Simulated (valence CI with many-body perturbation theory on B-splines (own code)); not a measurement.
# Cs XLII: magnetic and hyperfine properties of the levels

Computed by valence CI with perturbative core correlation (CI+MBPT): four valence electrons over a frozen Dirac-Fock core [Ne], radial functions for each j: 11 s, 11 p, 9 d, 7 f, 5 g, 2 h, 1 i, with the one-electron correlation potential Σ1, the two-electron term Σ2, the three-electron term Σ3, Breit, model QED; selected CI, second order for the rest (own B-spline code, finite nucleus).

No measured spectrum was set against this ion. As an estimate, large intervals hold to a few tenths of a per cent, small ones and those within an open d or f shell to about a per cent.

A/g_I is the dipole constant over the nuclear g factor μ/I (μ in nuclear magnetons, uniformly magnetised nucleus), B/Q the quadrupole constant per barn. Both hold the static response of the core; the bare values leave it out. Large factors of s and p1/2 electrons are usually good to 5 to 10 %; those of open d and f shells near neutrality can be off by tens of per cent, and small factors of p3/2, d and f electrons come from cancelling terms and can be off by a factor of two or in sign, in half-filled shells by more. B is blank for J = 1/2, where it vanishes, and for nearly pure S terms. Energies count from the lowest level. Levels with J = 0 are left out.

Levels are named by their leading jj configuration (3d3/2^4 stands for four electrons in 3d with j = 3/2), which in mixed levels can hold well under half, so a name can repeat and another be missing. Letters in brackets count levels of one name in rising energy.

```csv
Level,E (× 10³ cm⁻¹),g,A/g_I (MHz),A/g_I bare,B/Q (MHz/b),B/Q bare
(3s^2 3p1/2 3p3/2) J=1,652.74,1.495,-28600,-26000,72300,71000
(3s^2 3p1/2 3p3/2) J=2,705.57,1.188,180000,177000,117000,115000
(3s^2 3p3/2^2) J=2,1396.5,1.299,79100,78700,26900,26400
(3s 3p1/2^2 3p3/2) J=2,1499.4,1.611,424000,415000,116000,114000
(3s 3p1/2^2 3p3/2) J=1,1662.9,0.974,-250000,-241000,96300,94700
(3s^2 3p1/2 3d3/2) J=2,1866.9,0.769,149000,147000,22900,23800
(3s 3p1/2 3p3/2^2) J=2 [a],2038.2,1.458,154000,152000,18100,18400
(3s^2 3p1/2 3d3/2) J=1,2088.5,0.900,-108000,-103000,14700,15000
(3s^2 3p1/2 3d5/2) J=3,2091.5,1.184,166000,163000,-13000,-11500
(3s^2 3p1/2 3d5/2) J=2,2227.1,1.287,80300,80100,63600,63200
(3s 3p1/2 3p3/2^2) J=3,2259.6,1.245,300000,293000,45300,44900
(3s 3p1/2 3p3/2^2) J=1 [a],2369.2,1.251,402000,392000,-114000,-112000
(3s 3p1/2 3p3/2^2) J=2 [b],2397.6,1.120,73000,73100,-13200,-12900
(3s 3p1/2 3p3/2^2) J=1 [b],2453.1,1.381,141000,141000,56700,55800
(3s 3p1/2^2 3d3/2) J=1,2731.5,0.367,-317000,-307000,10200,10700
(3s^2 3p3/2 3d3/2) J=2,2733.9,1.050,27100,28300,-21600,-21000
(3s^2 3p3/2 3d3/2) J=3,2735.9,1.142,70800,71000,116000,115000
(3s^2 3p3/2 3d3/2) J=1,2738.3,1.145,82900,82900,-63700,-63100
(3s^2 3p3/2 3d5/2) J=4,2752.9,1.244,38700,39400,177000,176000
(3s^2 3p3/2 3d5/2) J=2,2753.1,1.314,110000,109000,-99800,-97800
(3s 3p1/2^2 3d3/2) J=2,2764.2,1.180,352000,345000,22200,22900
(3s 3p1/2^2 3d5/2) J=3,2954.3,1.374,252000,248000,23500,24700
(3s^2 3p3/2 3d5/2) J=3,2959.3,1.153,47300,47600,35500,36300
(3s^2 3p3/2 3d5/2) J=1,2989.7,1.136,-38300,-35300,15100,15300
(3s 3p1/2^2 3d5/2) J=2,3018.7,1.077,-144000,-138000,-16600,-15000
(3s 3p3/2^3) J=2,3098.2,1.341,365000,357000,-130000,-128000
(3s 3p1/2 3p3/2 3d3/2) J=2 [a],3245.0,1.111,68500,68800,30800,30600
(3s 3p3/2^3) J=1,3248.1,1.168,-252000,-242000,-35800,-35100
(3s 3p1/2 3p3/2 3d3/2) J=1 [a],3303.9,1.211,199000,196000,-69000,-68400
(3s 3p1/2 3p3/2 3d3/2) J=3 [a],3328.2,1.178,241000,237000,3690,4040
(3s 3p1/2 3p3/2 3d3/2) J=2 [b],3333.2,1.195,153000,151000,-34500,-34100
(3s 3p1/2 3p3/2 3d3/2) J=4,3402.6,1.231,269000,264000,61800,61700
(3s 3p1/2 3p3/2 3d5/2) J=4 [a],3448.4,1.393,176000,174000,176000,174000
(3s 3p1/2 3p3/2 3d3/2) J=2 [c],3488.0,0.900,106000,104000,-41900,-40800
```

Q: Take the isotope of mass number 133, with I = 7/2, μ = 2.5778 μN and Q = -0.0034 b. What is the hyperfine structure of (3s^2 3p3/2^2) J=2?

A: From the table A = 58300 MHz, B = -91.5 MHz. Shifts from the centre of gravity in MHz: F = 3/2: -525000, F = 5/2: -379000, F = 7/2: -175000, F = 9/2: 87500, F = 11/2: 408000.
